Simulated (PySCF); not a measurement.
SMILES C(C(=O)OC)CS (C₄H₈O₂S), singlet, GFN2-xTB optimised geometry. Atoms within 1.6 Å of the plane z = 0.0 Å (x, y, z in Å): C1 (1.80, -2.11, 0.00), O2 (1.17, -0.84, 0.00), C3 (-0.16, -0.84, 0.00), O4 (-0.83, -1.83, 0.00), C5 (-0.70, 0.58, 0.00), C6 (-2.21, 0.60, -0.06), S7 (-2.87, 2.30, -0.14), H8 (1.51, -2.68, -0.89), H9 (1.51, -2.68, 0.88), H10 (2.87, -1.92, 0.00), H11 (-0.27, 1.11, -0.86), H12 (-0.33, 1.08, 0.90), H13 (-2.57, 0.10, -0.96), H14 (-2.65, 0.10, 0.81), H15 (-2.45, 2.68, 1.06).

Level of theory: PBE0/def2-TZVP in PySCF. Cells within 0.4 Å of a nucleus heavier than hydrogen are left out (blank, or x).

Map of the deformation density (molecule minus spherical neutral atoms) (e/bohr³) on the plane z = 0.0 Å:

```
|1111111111111111111111111|
|1111111111111111111111111|
|1111111111111111111111111|
|1111111111111111111111111|
|1111001111111111111111111|
|1111001111111111111111111|
|11122x1111111111111111111|
|11123x0111111111111111111|
|1112222210011111111111111|
|1111124211021111111111111|
|111110xx44xx1011111111111|
|111101xx55xx0001111111111|
|1111112011362001111111111|
|1111111000273106311111111|
|11111111001xx6xx101111111|
|1111111112592212201111111|
|1111111127x41002225301111|
|1111111114x51000xx8501111|
|1111111111221101302111111|
|1111111111111111100111111|
|1111111111111111111111111|
|1111111111111111111111111|
|1111111111111111111111111|
|1111111111111111111111111|
|1111111111111111111111111|
```
Scale: ten equal steps from -0.023 (start of '0') to 0.127 (end of '9'), in the order '0123456789'; x runs from -5.00 to 5.00, y from -5.00 (bottom) to 5.00 (top).
